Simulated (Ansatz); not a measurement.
B₂H₅NOSi (`O[SiH]1BNB1`), relaxed with RKS PBE-D4/def2-SVP in the Gaussian-basis code of Ansatz from a rough embedded geometry. The force threshold is 0.03 eV/Å; the program also tests the step.

Charge 0, multiplicity 1.

Start:

```xyz
10

O    -0.196    1.443   -1.469
Si   -0.580    0.028   -0.634
B     0.980   -1.032   -0.337
N     0.732   -0.832    1.136
B    -0.413    0.164    1.271
H    -1.032    2.057   -1.333
H    -1.802   -0.672   -1.154
H     1.689   -1.679   -1.025
H     1.604   -0.234    1.438
H    -0.982    0.757    2.108
```

```csv
step,energy (eV),largest force (eV/Å),largest move (Å)
1,-12830.9688,4.280,0.000
2,-12832.3663,2.643,0.195
3,-12833.1740,1.014,0.198
4,-12833.3271,1.379,0.192
5,-12833.3629,0.460,0.200
6,-12833.3918,0.241,0.200
7,-12833.4026,0.172,0.054
8,-12833.4116,0.311,0.099
9,-12833.4402,0.215,0.200
10,-12833.4698,0.297,0.195
11,-12833.4854,0.447,0.196
12,-12833.5148,0.284,0.093
13,-12833.5210,0.123,0.100
14 (rejected),-12833.5163,0.562,0.126
15,-12833.5256,0.033,0.063
16 (rejected),-12833.5241,0.172,0.096
17,-12833.5267,0.038,0.048
18,-12833.5271,0.107,0.038
19,-12833.5273,0.006,0.017
```

End:

```xyz
10

O    -0.583    1.619   -1.734
Si   -0.616    0.270   -0.716
B     1.035   -0.807   -0.283
N     0.649   -0.903    1.103
B    -0.190    0.258    1.266
H    -1.456    1.912   -2.045
H    -1.805   -0.607   -1.035
H     2.111   -1.186   -0.704
H     1.120   -1.440    1.842
H    -0.265    0.883    2.307
```

Hardware: 2 threads of an Arm Neoverse V2 on a shared host. Wall time 34 s, peak host memory 0.15 GiB.
